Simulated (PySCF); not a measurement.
A structure optimised at B3LYP-D3(BJ)/def2-SVP, used in a PySCF frequency run:

```xyz
6

Te     0.9135    -0.0163    -0.0014
N      0.7885    -1.9032     0.7913
H      1.2057    -1.9658     1.7184
H      1.1790    -2.6130     0.1739
Se    -1.5778     0.5199    -0.2491
H     -1.7629     1.0741     1.1103
```

**Question.** Write its SMILES and formula.

**Answer.** N[Te][SeH], H3NSeTe

**Question.** What are its rotational constants (standard atomic weights)?

**Answer.** 8.3474, 1.3952, 1.2158 GHz
